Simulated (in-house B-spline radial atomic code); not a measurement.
Ionising Zr⁶⁺ with different functionals

Computed with a radial B-spline atomic code at the basis-set limit: non-relativistic Hamiltonian, point nucleus, spin-polarised at highest spin, spherical fractional occupations for the functionals, the average over the highest-spin determinants for Hartree-Fock. The ionisation energy is the difference of two self-consistent energies, [Ar] 3d10 4s2 4p4 → [Ar] 3d10 4s2 4p3, without Breit or QED terms; ε is the level of the shell that loses the electron (its least bound occupied spin orbital). There is no spin-orbit coupling in this Hamiltonian.

Hybrids are left out here: with spherical fractional occupations of an open shell their exact exchange keeps a self-interaction that integer-occupation calculations don't have.

| method | rung | ΔSCF (eV) | -ε(4p) (eV) |
| --- | --- | --- | --- |
| Hartree-Fock | Hartree-Fock | 110.82 | 111.35 |
| LDA VWN5 | LDA | 112.97 | 104.74 |
| LDA PW92 | LDA | 112.97 | 104.73 |
| LDA exchange-only | LDA | 110.69 | 102.63 |
| PBE | GGA | 112.37 | 104.27 |
| PBEsol | GGA | 112.39 | 104.31 |
| BLYP | GGA | 112.44 | 104.20 |
| RPBE | GGA | 112.15 | 104.14 |
| PW91 | GGA | 112.54 | 104.42 |
| BP86 | GGA | 112.64 | 104.49 |
| AM05 | GGA | 112.40 | 104.33 |
| OLYP | GGA | 112.03 | 104.17 |
| TPSS | meta-GGA | 112.26 | 104.31 |
| SCAN | meta-GGA | 112.13 | 104.35 |
| r2SCAN | meta-GGA | 112.05 | 104.32 |
| M06-L | meta-GGA | 111.76 | 103.82 |
| revTPSS | meta-GGA | 112.17 | 104.26 |

(1) How do they compare with the NIST value?

## Answers

(1) NIST lists 112 eV ± 2 (tabulated theory, ground level to ground level). Errors run from -1.31 to +0.97 eV; all lie within about twice that uncertainty, so the table can't rank the methods. Hartree-Fock also lacks correlation.
